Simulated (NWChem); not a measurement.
System: GeH2BrF; SMILES [F][GeH2][Br]

```xyz
5

Ge    -0.3669     0.9129     0.0000
F      1.1504     1.7686     0.0000
Br     0.1022    -1.3616     0.0000
H     -1.0956     1.2624     1.3129
H     -1.0956     1.2624    -1.3129
```
Atoms are numbered in this order, from 1.

Program: NWChem. All runs use the structure optimised with B3LYP/6-31G* (spherical d). Total energies compare along this basis series because the functional is fixed.

```tsv
level	basis functions	energy (Ha)	highest occupied level (eV)	orbital gap (eV)	dipole (D)	relative time
TPSS/pcseg-1	78	-4751.6120	-7.47	5.80	2.16	3
TPSS/aug-pcseg-1	113	-4751.6227	-7.55	5.63	2.13	5
TPSS/pcseg-2	144	-4752.2971	-7.49	5.72	2.11	20
TPSS/STO-3G	43	-4698.6024	-2.72	5.67	1.81	1
TPSS/def2-SVP	88	-4751.5180	-7.33	5.86	2.02	3
```

The last column is a rough cost ratio, cheapest run = 1.
